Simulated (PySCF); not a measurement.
## From a computed spectrum to the compound

A species of 5 atoms with charge -1 has these harmonic modes (PBE0, small Gaussian bases with core potentials, PySCF 2.14.0):

| cm⁻¹ | km/mol | symmetry |
| --- | --- | --- |
| 23 | 0.0 | e |
| 23 | 0.0 | e |
| 29 | 0.8 | t2 |
| 29 | 0.8 | t2 |
| 29 | 0.8 | t2 |
| 122 | 0.0 | a1 |
| 168 | 42.5 | t2 |
| 168 | 42.5 | t2 |
| 168 | 42.5 | t2 |

Question: Which species is it, and in which structure?

Answer: [NdI4]− (singlet in the valence; each metal's 4f electrons, 3 of them, lie in its core potential, out of spins and levels):
```xyz
5

Nd    0.0000    0.0000    0.0000
I     1.7152    1.7152    1.7152
I    -1.7152   -1.7152    1.7152
I     1.7152   -1.7152   -1.7152
I    -1.7152    1.7152   -1.7152
```
Ideal gas at 298.15 K and 1 bar: S = 499.3 J/(mol K), Cp = 106.5 J/(mol K), H − H(0 K) = 28.2 kJ/mol (rigid rotor, harmonic modes, spin degeneracy alone, that of the 4f electrons in the core included; the modes under 60 cm⁻¹ make these uncertain). An lcecp potential fixes the number of 4f electrons, so in runs with it no electron can move into or out of that shell.
 This is one of several that fit.
